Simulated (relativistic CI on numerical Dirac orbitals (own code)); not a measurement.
**Ligand-field terms of d3**

Computed with a parametric ligand-field model of a d^n configuration (Racah B and C, spin-orbit zeta, crystal field), exact diagonalisation.

Field parameters in Wybourne normalisation: Oh B⁴₀ = 21Dq, B⁴₄ = √(5/14) B⁴₀; Td as Oh with Dq negative (B⁴₀ = 21Dq, B⁴₄ = √(5/14) B⁴₀). The field is a parameter set, without covalency.

Task: Ground term and bands for B = 440, C = 2240, ζ = 0 cm⁻¹, Oh, 10Dq = 18950 cm⁻¹?

Result: Ground term 4A2 with 0.00 electrons in the two orbitals of the cubic e set. Spin-allowed: 4T2 18950 cm⁻¹ (528 nm), 4T1 23779 cm⁻¹ (421 nm), 4T1 39671 cm⁻¹ (252 nm). Lowest spin-forbidden: 2E 10154 cm⁻¹ (985 nm), 2T1 10473 cm⁻¹ (955 nm), 2T2 15915 cm⁻¹ (628 nm). With an A2 ground term the first spin-allowed band lies at |10Dq| itself.

Task: Ground term and bands for B = 600, C = 2680, ζ = 0 cm⁻¹, Td, 10Dq = -8600 cm⁻¹?

Result: Ground term 4T1 with 1.94 electrons in the two orbitals of the cubic e set. Spin-allowed: 4T2 7671 cm⁻¹ (1304 nm), 4T1 15743 cm⁻¹ (635 nm), 4A2 16271 cm⁻¹ (615 nm). Lowest spin-forbidden: 2E 3958 cm⁻¹ (2526 nm), 2T1 11119 cm⁻¹ (899 nm), 2T2 11517 cm⁻¹ (868 nm).

Task: A d3 ion in Td symmetry has the ground term 4T1 and bands at 4T2 7463 cm⁻¹ (1340 nm), 2E 13384 cm⁻¹ (747 nm), 4A2 16063 cm⁻¹ (623 nm), 2T1 19883 cm⁻¹ (503 nm), 2T2 20318 cm⁻¹ (492 nm), 4T1 20876 cm⁻¹ (479 nm). Which parameters reproduce them?

Result: B = 970, C = 4910, ζ = 0 cm⁻¹, Td, 10Dq = -8600 cm⁻¹.

Task: Ground term and bands for B = 610, C = 2540, ζ = 0 cm⁻¹, Td, 10Dq = -7250 cm⁻¹?

Result: Ground term 4T1 with 1.93 electrons in the two orbitals of the cubic e set. Spin-allowed: 4T2 6397 cm⁻¹ (1563 nm), 4A2 13647 cm⁻¹ (733 nm), 4T1 14693 cm⁻¹ (681 nm). Lowest spin-forbidden: 2E 4844 cm⁻¹ (2065 nm), 2T1 10801 cm⁻¹ (926 nm), 2T2 11107 cm⁻¹ (900 nm).

Task: A d3 ion in Oh symmetry has the ground term 4A2 and bands at 2E 22665 cm⁻¹ (441 nm), 2T1 23436 cm⁻¹ (427 nm), 2T2 35165 cm⁻¹ (284 nm), 4T2 37100 cm⁻¹ (270 nm), 4T1 47872 cm⁻¹ (209 nm), 4T1 78428 cm⁻¹ (128 nm). Which parameters reproduce them?

Result: B = 1000, C = 4990, ζ = 0 cm⁻¹, Oh, 10Dq = 37100 cm⁻¹.
